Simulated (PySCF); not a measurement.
Species: 2-bromophenol, C₆H₅BrO.
SMILES with atom numbers: `[OH:1][c:2]1[cH:3][cH:4][cH:5][cH:6][c:7]1[Br:8]` (hydrogens: H9 on O1; H10 on C3; H11 on C4; H12 on C5; H13 on C6)

Computed by this run: PySCF 2.14.0, PBE0-D3(BJ)/def2-SVP geometry optimisation, gas phase; density fitting, grid level 1; the optimiser is geomeTRIC in internal coordinates, started from a GFN2-xTB structure with every atom displaced at random (about 0.01 Å).

Geometry at step 2:
```
atom  x, y, z in Å
O1      2.1992   -0.5675   -0.9943
C2      0.9821   -0.3143   -0.4950
C3     -0.0753   -1.2195   -0.6530
C4     -1.3337   -0.9700   -0.1112
C5     -1.5815    0.1980    0.6088
C6     -0.5430    1.1096    0.7833
C7      0.7161    0.8464    0.2519
Br8     2.1316    2.0867    0.4777
H9      2.7779    0.1871   -0.8057
H10     0.1219   -2.1294   -1.2228
H11    -2.1292   -1.7036   -0.2607
H12    -2.5699    0.4054    1.0235
H13    -0.6997    2.0284    1.3509
```

Question: What forces act on the atoms?

Answer: 
```csv
atom,Fx (eV/Å),Fy (eV/Å),Fz (eV/Å)
O1,-0.310,-0.306,-0.203
C2,0.059,0.245,0.397
C3,0.171,-0.146,-0.183
C4,0.087,-0.017,-0.069
C5,0.134,-0.006,-0.080
C6,0.007,0.078,0.134
C7,-0.127,0.109,-0.090
Br8,-0.016,0.043,0.053
H9,-0.032,0.011,0.047
H10,-0.007,-0.031,0.001
H11,0.004,0.005,-0.004
H12,0.028,-0.011,0.016
H13,0.001,0.025,-0.018
```

The largest, 0.48 eV/Å, acts on O1 (C2 within 3 % of it); the rms over all components is 0.129 eV/Å. The forces sum to zero within rounding, as they must for an isolated molecule in no field.

Question: Give the force on O1 in Eh/bohr and in nN.

Answer: 0.481 eV/Å ÷ 51.422 = 0.00935 Eh/bohr, and 0.481 eV/Å × 1.602 = 0.77 nN.

Question: How far is this geometry from the end of the optimisation?

Answer: 0.017 eV above it, and 0.020 Å rms away after alignment. The bonds farthest from their final lengths, with half the difference of the two atoms' forces along the bond (positive lengthens):

| bond | now (Å) | final (Å) | force along bond (eV/Å) |
| --- | --- | --- | --- |
| C3–C4 | 1.393 | 1.389 | +0.07 |

The angle farthest from its final value is O1–C2–C3, 121.4° against 118.9°.

What follows is the cost of the whole optimisation. Time: 2.3 min; peak memory 0.61 GiB. Hardware: one thread of an Arm Neoverse V1, shared host with 32 logical CPUs at a one-minute load of 36.
